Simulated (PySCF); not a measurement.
C8H7N.
SMILES with atom numbers: `[CH2:1]=[CH:2][C:3]#[C:4][n:5]1[cH:6][cH:7][cH:8][cH:9]1`

Geometry (GFN2-xTB, Å), atoms numbered from 1 in this order:
```xyz
16
C8H7N angstrom
C      3.8625   -0.4509    0.0179
C      2.7986   -1.1987    0.2957
C      1.4789   -0.7172    0.2800
C      0.3402   -0.3177    0.2664
N     -0.9188    0.1234    0.2483
C     -1.3041    1.4252    0.0693
C     -2.6663    1.4742    0.1102
C     -3.1305    0.1544    0.3215
C     -2.0356   -0.6540    0.4035
H      4.8570   -0.8608    0.0405
H      3.7691    0.5903   -0.2412
H      2.9010   -2.2459    0.5538
H     -0.5769    2.2012   -0.0690
H     -3.2741    2.3504    0.0009
H     -4.1545   -0.1523    0.4039
H     -1.9541   -1.7127    0.5543
```

NICS = −σ at a ghost point: NICS(0) at the centroid of the ring atoms, NICS(1) 1 Å to either side along the normal of their mean plane, zz for the tensor component along that normal. Level: GIAO PBE0/pcSseg-1 (PySCF, non-relativistic, gas phase) on the GFN2-xTB geometry, one conformer.

Ring bond lengths (Å), with Mayer bond orders in brackets: N5–C6 1.369 (1.10), C6–C7 1.364 (1.55), C7–C8 1.415 (1.32), C8–C9 1.364 (1.55), C9–N5 1.370 (1.10).

Problem. Give the NICS values of each ring in ppm.

Solution. 
| ring | type | NICS(0) | NICS(1), two faces | NICS(1)zz, two faces | rms pucker (Å) | centre to ring atoms, mean (Å) |
| --- | --- | --- | --- | --- | --- | --- |
| N5–C6–C7–C8–C9 | 5-membered ring with N; formal bonds all aromatic | -13.3 | -10.3 / -10.3 | -26.9 / -26.9 | 0.00 | 1.17 |

Problem. What do they say, and how far can they be read as aromaticity?

Solution. 
- N5–C6–C7–C8–C9: mean NICS(1)zz -26.9 ppm, shielded. For a flat ring without four-coordinate atoms the NICS criterion counts such a value as aromatic.

Problem. How equal are the bonds by HOMA? Use HOMA with the parameters of Krygowski (1993).

Solution. 
- N5–C6–C7–C8–C9: HOMA 0.85; the largest term is that of C7–C8, α(R − Ropt)² = 0.19. The geometric and the magnetic index point the same way.

Problem. How shielded are the nuclei of the rings and their hydrogens (means over atoms taken as equivalent)?

Solution. 
```csv
atoms,environment,σ isotropic (ppm)
N5,pyrrole-type nitrogen,97.3
C6 (×2),aromatic CH next to a ring nitrogen,58.7
C7 (×2),aromatic CH carbon,69.3
H13 (×2),aromatic hydrogen,24.81
H14 (×2),aromatic hydrogen,25.25
```
